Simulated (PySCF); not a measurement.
```xyz
7
charge 0 multiplicity 1, angstrom
Te    0.0000    0.0000    0.0000
H     0.0000    0.0000    1.7333
H     0.0000    0.0000   -1.7333
H     1.7333    0.0000    0.0000
H     0.0000    1.7333    0.0000
H    -1.7333    0.0000    0.0000
H     0.0000   -1.7333    0.0000
```

Method: PBE0/[Te def2-TZVP with ECP28, H def2-TZVP], scalar-relativistic core potentials, density fitting, no spin–orbit coupling, PySCF.

This geometry of TeH₆ is a stationary point at this level.

Question: What is the point group?

Answer: Oh.

Question: Is it a minimum?

Answer: Yes: all harmonic wavenumbers are real.

Question: Which band is strongest in the infrared?

Answer: 1782 cm⁻¹ (t1u), 1799 km/mol.

Question: What are the dipole moment and the gap between the highest occupied and lowest empty levels?

Answer: 0.00 D and 5.53 eV.
